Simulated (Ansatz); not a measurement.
`N#[C][Al]([Cl])[Cl]` + H₂ → `N#[C][AlH][Cl]` + HCl at 700 K and 1 bar (hydrogenolysis of the Al–Cl bond).

Gas-phase electronic energies from Ansatz, PBE0-D4/def2-TZVP geometries. CCSD(T)/CBS adds triple-zeta CCSD(T) − MP2 to the extrapolated MP2 energy (def2 sets, frozen cores). This one scheme is used for every species.

| species | CCSD(T)/CBS energy (Eh) | H − E (kJ/mol) | S (J/(mol·K)) |
| --- | --- | --- | --- |
| `N#[C][Al]([Cl])[Cl]` | -1254.46678 | 86.4 | 418.8 |
| H₂ | -1.17544 | 46.8 | 155.3 |
| `N#[C][AlH][Cl]` | -795.20880 | 93.5 | 383.0 |
| HCl | -460.38127 | 38.4 | 211.8 |

H − E and S are ideal-gas, rigid-rotor, harmonic terms from PBE0-D4/def2-TZVP. The MP2-based limit puts H₂ 0.8 mEh under its directly extrapolated value; such offsets cancel only in part. 1 Eh = 2625.50 kJ/mol, R = 8.31446 J/(mol·K).

Problem. By hand: ΔE, ΔH, ΔS and ΔG.

Solution. ΔE = (-795.20880) + (-460.38127) − (-1254.46678) − (-1.17544) = 0.05215 Eh = 136.9 kJ/mol. Δ(H − E) = 93.5 + 38.4 − 86.4 − 46.8 = -1.3, so ΔH = 135.6 kJ/mol. ΔS = 383.0 + 211.8 − 418.8 − 155.3 = 20.7 J/(mol·K). ΔG = 135.6 − 700 × (20.7)/1000 = 121.1 kJ/mol.

Problem. By hand: the equilibrium constant, and the temperature at which ΔG would vanish if ΔH and ΔS stayed fixed.

Solution. log₁₀ K = −ΔG/(RT ln 10) = -9.0. ΔG = 0 at ΔH/ΔS = 6551 K, far beyond where these terms or the molecules hold.

ΔH outweighs TΔS. A doubt of 5 kJ/mol in ΔE shifts log₁₀ K by 0.4 here. These are equilibria of isolated gas molecules and say nothing of rates. Largest T1 diagnostic: 0.012 (customary marks: 0.02 for closed shells, 0.045 for open ones).
